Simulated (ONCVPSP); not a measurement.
cadmium: variants of one ONCV potential

Base potential:

ONCVPSP 4.0.1 input, shortened (lines: element, Z, core and valence counts, functional; n l f; lmax; l rc ep ncon nbas qcut; lloc lpopt rc5 dvloc0; l nproj debl; icmod fcfact rcfact), LDA (Perdew-Wang 92), fully relativistic:

```
  Cd 48.00    8    3  -001012      upf
    1    0    2.00
    2    0    2.00
    2    1    6.00
    3    0    2.00
    3    1    6.00
    3    2   10.00
    4    0    2.00
    4    1    6.00
    4    2   10.00
    5    0    1.75
    5    1    0.25
    2
    0    2.00    0.00    4    8    2.70
    1    2.80    0.00    4    8    2.60
    2    1.40    0.00    3    8   11.40
    4    5    1.20    0.00
    0    2    1.50
    1    2    2.60
    2    2    4.00
    3    2.75    1.05
```

Open shells are filled in proportion to 2j + 1.

Cutoffs, loose and tight: the cutoffs (Ha) at which the residual kinetic energy of the hardest occupied pseudo-wave falls to 1 and 0.1 mHa per electron. They do not see the model core or the augmentation charge, which bear on the density cutoff. Test errors are all-electron minus pseudo excitation energies from the reference, over the configurations 4d10 5s2 5p0; 4d10 5s1 5p0; 4d10 5s0 5p0; 4d10 5s0 5p1. A dash means not determined; rows that change the core or the reference have their own tests. The largest error is taken over the tests solved by every variant that gives reliable tests at all: 4d10 5s0 5p1; 4d10 5s1 5p0; 4d10 5s2 5p0.

A true bound ghost makes a file unfit for plane-wave use even where its test errors are small: the radial tests pick states by their node count and pass the ghost by.

```tsv
change	outcome	cutoff, loose	cutoff, tight	bound ghosts	GHOST(+) flags above zero	largest test error (meV)
base	generated	38 Ha	46 Ha	s	p3/2, p1/2	+5.5
all radii but the core radius scaled by about 0.79 (s 1.58, p 2.22, d 1.10 bohr); local potential polynomial inside 0.96 bohr (lpopt 5, dvloc0 0 Ha)	failed: optimize: ERROR ps0norm > uunorm, code will stop	–	–	–	–	–
all radii but the core radius scaled by about 0.88 (s 1.76, p 2.48, d 1.24 bohr); local potential polynomial inside 1.06 bohr (lpopt 5, dvloc0 0 Ha)	failed: optimize: ERROR ps0norm > uunorm, code will stop	–	–	–	–	–
all radii but the core radius scaled by about 1.31 (s 2.62, p 3.68, d 1.84 bohr); local potential polynomial inside 1.58 bohr (lpopt 5, dvloc0 0 Ha)	generated	32 Ha	38 Ha	none	s, p3/2, p1/2	+22
```

(1) What comes out with this change to the base: all radii but the core radius scaled by about 1.18 (s 2.36, p 3.30, d 1.64 bohr); local potential polynomial inside 1.42 bohr (lpopt 5, dvloc0 0 Ha)?

(2) What comes out with this change to the base: all radii but the core radius scaled by about 1.07 (s 2.14, p 3.00, d 1.50 bohr); local potential polynomial inside 1.28 bohr (lpopt 5, dvloc0 0 Ha)?

## Answers

(1) outcome: generated; cutoff, loose: 36 Ha; cutoff, tight: 42 Ha; bound ghosts: s; GHOST(+) flags above zero: p3/2, p1/2; largest test error (meV): +15.

(2) outcome: generated; cutoff, loose: 37 Ha; cutoff, tight: 44 Ha; bound ghosts: s; GHOST(+) flags above zero: p3/2, p1/2; largest test error (meV): +9.1.

Reading the sweep of the scale of all radii but the core radius (base = 1) (base included, trends over the rows without a ghost): Bound ghosts are found at 1, 1.07, 1.18. The generation fails at 0.79, 0.88.
